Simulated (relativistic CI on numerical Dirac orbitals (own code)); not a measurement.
Cr⁵⁺: resonant inelastic scattering at the L2,3 edge

Computed with this model: Dirac-Coulomb-Breit CI, KLI orbitals optimised for each configuration, QED by a radiative potential, valence Slater integrals scaled by 0.8, Kramers-Heisenberg scattering through one core-hole configuration in a parametric crystal field; configurations [Ar] 3d → [He] 2s2 2p5 3s2 3p6 3d2; 10 K; core-hole width 0.6 eV; summed over polarisations. Incident energies are the highest absorption maxima for each field (at most a few, so the weaker spin-orbit partner edge can be absent), on the computed scale of the free ion. Intensities are in per cent of the strongest line above 0.02 eV; levels within 1 cm⁻¹ are merged; final levels count from the ground level, the first row holds all elastic scattering, lines under 0.4 are left out and each table stops after 24 rows. The scale of the Slater integrals is a model choice and moves the terms in proportion.

Field parameters in Wybourne normalisation: Oh B⁴₀ = 21Dq, B⁴₄ = √(5/14) B⁴₀. The field is a parameter set, without covalency.

S is read from ⟨S²⟩ = S(S + 1).

Oh, 10Dq = 5900 cm⁻¹:

| Final level (eV) | Degeneracy | Irrep | S | 589.3 eV | 596.7 eV | 597.1 eV |
| --- | --- | --- | --- | --- | --- | --- |
| 0.000 | 4 | Γ8 | 0.50 | 133.6 | 192.9 | 220.0 |
| 0.071 | 2 | Γ7 | 0.50 | 11.3 | 88.4 | 60.3 |
| 0.762 | 4 | Γ8 | 0.50 | 55.0 | 59.1 | 100.0 |

Oh, 10Dq = 13250 cm⁻¹:

```
Final level (eV)  Degeneracy  Irrep     S  589.4 eV  597.1 eV  597.4 eV
           0.000           4     Γ8  0.50     204.5     200.9     206.5
           0.069           2     Γ7  0.50       7.2      84.4      85.4
           1.669           4     Γ8  0.50      39.8      85.5     100.0
```

For the first field the strongest loss at the lowest incident energy is the level at 0.76 eV (S = 0.50, against 0.50 in the thermal ground state).
